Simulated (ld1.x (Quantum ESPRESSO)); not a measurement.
Ranking TM potentials for tellurium

All share these settings but for the change named:

- Element: Te (Z = 52)
- Generator: ld1.x (Quantum ESPRESSO) 7.5
- Type: norm-conserving Troullier–Martins (Kleinman–Bylander form)
- Functional: PBE
- Relativity: scalar-relativistic
- Frozen core: [Kr]
- Valence charge: 16
- Reference configuration: 4d10 5s1 5p5
- Partial waves: 5p (bound): rc 2.10 bohr; 4d (bound): rc 1.25 bohr; 5s (bound): rc 1.95 bohr
- Local potential: the s channel
- Core correction: none

Test errors are all-electron minus pseudo excitation energies from the reference, over 4d10 5s2 5p4; 4d10 5s2 5p3; 4d10 5s2 5p2; 4d10 5s1 5p4; 4d9 5s2 5p4; 4d10 5s2 5p0; 4d10 5s2 5p1. None of these files shows a bound ghost.

The base gives 353.2 meV.

Of 9 variants that were run, those that failed, showed a ghost or another fault, or gave nearly equal values are left out.

A variant can come out equal or close to the base, since the largest error may sit in a test that the change hardly touches while other tests move.

(1) Rank these variants by their largest absolute test error, smallest first.
A. all radii scaled by about 1.12 (s 2.18, p 2.34, d 1.40 bohr)
B. all radii scaled by about 1.17 (s 2.28, p 2.46, d 1.46 bohr)
C. all radii scaled by about 1.25 (s 2.42, p 2.62, d 1.56 bohr)
D. all radii scaled by about 1.39 (s 2.72, p 2.92, d 1.74 bohr)
E. all radii scaled by about 1.05 (s 2.04, p 2.20, d 1.32 bohr)

Results:

(1) C (118.2 meV), D (137.7 meV), B (211.0 meV), A (271.2 meV), E (323.1 meV).
